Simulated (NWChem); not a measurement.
Molecule: BeHF; SMILES [F][BeH]

Program: NWChem. Structure relaxed at the PBE-D3(BJ)/def2-SVP level.

Task: Estimate the computed values for PBE0/aug-pcseg-1. Quantities: highest occupied level (eV); orbital gap (eV); dipole (D).

Result: 
- highest occupied level (eV): -9.72
- orbital gap (eV): 9.47
- dipole (D): 0.82
